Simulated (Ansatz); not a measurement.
Cost and result for the atomization energy of CH₆InNO (`N[CH](O)[InH2]`) (10 atoms, 9 bonds).

```xyz
10

N    -0.5210    1.3354    0.0121
C     0.1726    0.1686    0.4605
O     1.5660    0.1101    0.1358
In   -0.6630   -1.6074   -0.4966
H    -0.4268    1.4750   -0.9855
H    -0.2310    2.1857    0.4852
H     0.0473    0.1097    1.5469
H     2.0423    0.7720    0.6509
H    -0.9206   -1.5203   -2.2059
H    -1.0659   -3.0289    0.3964
```

Charge 0, multiplicity 1. Correlated methods include outer-core shells of In, which these sets cover unevenly. In: def2 effective core potential. The geometry is a stationary point of PBE0-D4/def2-TZVP. It is one conformer, not always the lowest. Program: Ansatz. All runs use 4 threads of an AMD EPYC 7R13 on a shared host. Times are those of one run each, without the atoms' runs, and a repeat can differ threefold. Electronic energies, without spin–orbit coupling; frozen cores. CCSD(T)/CBS adds CCSD(T) − MP2 in def2-TZVPP to the MP2 limit, and its time is that of the two runs behind it. T1 = 0.013. With those shells the extrapolation isn't a true limit. B3LYP takes the VWN-RPA correlation (the form of Gaussian; ORCA's B3LYP/G).

CCSD(T)/CBS is a level of theory with its own doubt, some kJ/mol a heavy atom from the limit and from the frozen cores, so smaller differences don't rank the functionals.

```
                            level  functions  wall time  atomization (kcal/mol)  difference from CCSD(T)/CBS  per bond
             revPBE-D4/def2-TZVPP        227      2.3 s                   732.9                         -8.4      -0.9
               BLYP-D4/def2-TZVPP        227      2.6 s                   738.6                         -2.7      -0.3
  PBE-D4/def2-TZVPP (with forces)        227      2.9 s                   754.8                         13.5       1.5
          CAM-B3LYP-D4/def2-TZVPP        227      3.4 s                   743.8                          2.5       0.3
B3LYP-D4/def2-TZVPP (with forces)        227      4.4 s                   737.2                         -4.1      -0.5
            r2SCANh-D4/def2-TZVPP        227      4.7 s                   730.7                        -10.6      -1.2
                B2PLYP/def2-TZVPP        227      5.5 s                   727.4                        -13.9      -1.5
               ωB97X-V/def2-TZVPP        227        6 s                   744.2                          2.9       0.3
                 CCSD(T)/def2-SVP         98        6 s                   688.0                        -53.3      -5.9
 ωB97M-V/def2-TZVPP (with forces)        227       10 s                   743.3                          2.0       0.2
                   MP2/def2-QZVPP        433       20 s                   738.0                         -3.3      -0.4
               CCSD(T)/def2-TZVPP        227    2.1 min                   718.9                        -22.4      -2.5
                CCSD(T)/CBS(def2)          –    2.4 min                   741.3                          0.0       0.0
```

At CCSD(T), def2-SVP lies −53.3 kcal/mol from the extrapolated value and def2-TZVPP −22.4 kcal/mol: correlation converges slowly with the basis, and small sets miss more of it in the bonded molecule than in its fragments. Leaving LDA and LC-ωPBE aside and taking each functional with its dispersion term where it has one, the values, not all of them listed here, spread over 45.4 kcal/mol, from BHLYP-D4 to PBE-D4. LDA lies +114.5 kcal/mol from PBE without D4, its usual overbinding. The D4 term adds +6.7 kcal/mol with B3LYP and +3.5 kcal/mol with PBE0; it sums over pairs of atoms, weighted by their polarisabilities, and B3LYP, whose exchange is more repulsive, gets the larger term.

Spin–orbit coupling would lower the free In atoms strongly, and the atomization energy with them, by more than many differences here.
